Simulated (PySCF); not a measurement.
**Static response to an electric field**

Compound: C₄H₁₁ClSi₂.
Structure used (GFN2-xTB), in Å, numbered top down from 1:
```xyz
18
C4H11ClSi2 angstrom
Si     2.4412    0.1570    0.7185
C      1.0206    1.2162    0.0226
Si     0.1106    0.5065   -1.4812
C     -1.0035   -0.9598   -0.9471
C     -2.1172   -0.4865   -0.0957
C     -2.1974   -0.5826    1.2225
Cl    -0.9868   -1.3456    2.1924
H      1.9567   -1.1489    1.1612
H      3.0514    0.8589    1.8523
H      3.4522   -0.0315   -0.3260
H      1.4270    2.1903   -0.2501
H      0.2998    1.4023    0.8196
H      1.0524    0.0133   -2.4933
H     -0.7528    1.5324   -2.0889
H     -0.4075   -1.6989   -0.4145
H     -1.4064   -1.4315   -1.8427
H     -2.9273    0.0180   -0.6050
H     -3.0218   -0.2032    1.8038
```

Level: PBE0/def2-SVPD (PySCF), static field, nuclei fixed, core orbitals frozen in the response. The polarisability tensor in these axes (au):

```
x   120.68   2.00   2.67
y     2.00  98.10  -9.01
z     2.67  -9.01 127.07
```

Question: Diagonalise the tensor; give its mean and Δα, where Δα² is half the sum of the squared differences of the eigenvalues.

Answer: Principal values 95.25, 120.52 and 130.09 au; mean 115.29 au = 17.08 Å³ = 19.01 × 10⁻⁴⁰ C²·m²/J; Δα = 31.18 au (27 % of the mean).

Question: What is the dipole moment, and where does it point?

Answer: (-1.07, 0.84, -0.96) D, 1.67 D in size, pointing from the negative to the positive side. Measured along this direction, the outermost atoms are H9 and H8 at the negative end and H14 at the positive end.

Question: Find the Langevin capture rate constant for O2+ (31.990 u) meeting this molecule (150.009 u), k = 2.342 × 10⁻⁹ cm³/s × √(α in Å³ / reduced mass in u).

Answer: The reduced mass is 26.37 u, so k = 1.89 × 10⁻⁹ cm³/s. The formula leaves out the permanent dipole, which adds to the capture rate.

Question: Along which axes do the principal values lie, and how far do the nuclei extend along each?

Answer: Largest value along (0.21, -0.25, 0.94), where the nuclei span 4.72 Å; middle along (0.97, 0.16, -0.18), 6.69 Å; least along (-0.10, 0.95, 0.28), 3.61 Å. The strongest response doesn't lie along the longest of the three spans.

Question: What molar refraction does this α imply?

Answer: Lorentz–Lorenz: R = (4π/3)N_A α = 2.5225 cm³/(mol·Å³) × 17.08 Å³ = 43.1 cm³/mol, in the limit of long wavelengths.

Question: What are the principal values of the traceless quadrupole moment, Θ = ½Σq(3rr − r²1), about the centre of nuclear charge?

Answer: -5.03, 1.55, 3.48 D·Å. The values depend on the origin, since the dipole doesn't vanish. The electronic extent ⟨r²⟩ about the same centre is 1691 bohr², a root-mean-square distance of 2.43 Å for the 80 electrons.

The structure is a single GFN2-xTB conformer in the gas phase; no vibrational or solvent corrections.

The run behind these numbers computed excited states as well. On Intel Xeon at 2.50 GHz, one thread, shared host with 64 logical CPUs at a one-minute load of 55, this took 2.4 min wall, 1.9 min CPU and 0.99 GiB of memory at its peak.
